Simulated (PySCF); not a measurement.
PySCF input file for Sn(Cl)2 anion (Cl2Sn), SMILES [Cl][Sn][Cl] (connectivity only; charge and spin as stated), charge -1, multiplicity 2, C-PCM-PBE0/def2-SVPD. Geometry optimised at PBE-D3(BJ)/def2-SVPD. The multiplicity is an assumed one; other spin states were not compared. The isomer is the one that the SMILES or the coordinates give; other isomers of the formula were not compared. The def2 effective core potentials stand for the cores of Sn; spin–orbit coupling is left out.

```python
import numpy as np
from pyscf import gto, scf, dft
from pyscf.solvent import pcm

mol = gto.M(
    atom='''
    Sn    0.00000000    0.00000000    0.66672083
    Cl    0.00000000   -1.97876424   -0.98047181
    Cl    0.00000000    1.97876424   -0.98047181
    ''',
    basis='def2-SVPD',
    ecp={'Sn': 'def2-svp'},
    charge=-1,
    spin=1,
    max_memory=1600,
    verbose=3,
)
mf = dft.UKS(mol, xc='pbe0').density_fit(auxbasis='def2-universal-jkfit')
mf.grids.level = 3
mf.conv_tol = 1e-9
mf.max_cycle = 100
mf.kernel()
fine, coarse = mf.grids, dft.Grids(mol).set(level=1).build(with_non0tab=True)
for _ in range(3):  # follow internal instabilities
    mf.grids = coarse
    mo, _, stable, _ = mf.stability(return_status=True, nroots=4)
    mf.grids = fine
    if stable:
        break
    mf.kernel(mf.make_rdm1(mo, mf.mo_occ))
res = {}
for name, eps in {'water': 78.355, 'acetonitrile': 35.688, 'diethylether': 4.24}.items():
    s = mf.PCM()
    s.with_solvent.method, s.with_solvent.eps, s.with_solvent.lebedev_order = 'C-PCM', eps, 29
    s.kernel(mf.make_rdm1())
    res[name] = (s.e_tot, eps, s.dip_moment(), s.mo_energy, s.converged)
    print(f'{name}: electrostatic solvation free energy {(s.e_tot - mf.e_tot) * 627.509474:.3f} kcal/mol')
```

It prints:

```

WARN: HOMO -0.653665627905247 >= LUMO -0.653665627905243

converged SCF energy = -1134.30267204005  <S^2> = 0.75404566  2S+1 = 2.0040416
<class 'pyscf.df.df_jk.DFUKS'> wavefunction is stable in the internal stability analysis

WARN: PCM is an experimental feature. It is still in testing.
Features and APIs may be changed in the future.

converged SCF energy = -1134.3835411505  <S^2> = 0.75404537  2S+1 = 2.0040413

WARN: System has nonzero charge -1; the dipole moment is origin-dependent.
Location of origin: [0. 0. 0.]

Dipole moment(X, Y, Z, Debye): -0.00000,  0.00000,  5.14018
water: electrostatic solvation free energy -50.746 kcal/mol

WARN: PCM is an experimental feature. It is still in testing.
Features and APIs may be changed in the future.

converged SCF energy = -1134.38225040236  <S^2> = 0.75404528  2S+1 = 2.0040412

WARN: System has nonzero charge -1; the dipole moment is origin-dependent.
Location of origin: [0. 0. 0.]

Dipole moment(X, Y, Z, Debye): -0.00000, -0.00000,  5.10577
acetonitrile: electrostatic solvation free energy -49.936 kcal/mol

WARN: PCM is an experimental feature. It is still in testing.
Features and APIs may be changed in the future.

converged SCF energy = -1134.36482967433  <S^2> = 0.75404415  2S+1 = 2.0040401

WARN: System has nonzero charge -1; the dipole moment is origin-dependent.
Location of origin: [0. 0. 0.]

Dipole moment(X, Y, Z, Debye):  0.00000, -0.00000,  4.67990
diethylether: electrostatic solvation free energy -39.005 kcal/mol
```

Self-consistency was reached.

Cost: around 50 core-seconds (rough).
